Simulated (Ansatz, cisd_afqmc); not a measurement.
Species: BNH, charge -1, singlet. BNH- (SMILES [B-]=N).
B3LYP-D3(BJ)/def2-TZVP minimum from Ansatz (a first-principles code):
```
N
B 1 1.2833
H 1 0.9952 2 163.69
```
Charge -1, spin multiplicity 1.

Total energies in aug-cc-pVDZ, 10 correlated electrons, 2 frozen orbitals. Radicals and triplets start from unrestricted determinants; spin-orbit coupling is neglected. Cores are frozen in correlated methods. No relativity. The Monte Carlo rows (phaseless AFQMC, CISD trial, step 0.005/hartree) carry one-sigma bars that omit the constraint's bias. Outlying blocks are dropped, and bars are widened where a walk drifts. Over all cases where full CI ran beside it in this data, AFQMC minus full CI had a median of +0.1 mEh and passed +0.4 mEh in a tenth of the cases.

| method | program | energy (Eh) | minus CCSDTQ (mEh) |
|---|---|---|---|
| HF | Ansatz | -79.68317 | 293.65 |
| MP2 | Ansatz | -79.94920 | 27.62 |
| CCSD | Ansatz | -79.96222 | 14.60 |
| CCSD(T) | Ansatz | -79.97525 | 1.56 |
| CCSDT(Q) | Ansatz | -79.97692 | -0.10 |
| CCSDTQ | Ansatz | -79.97682 | 0.00 |
| AFQMC/CISD | cisd_afqmc | -79.9765 ± 0.0004 | 0.4 ± 0.4 |

Rough core times of Ansatz's runs on a shared machine: CCSD(T) under 20 s, CCSDT(Q) under 20 s, CCSDTQ 20 min.
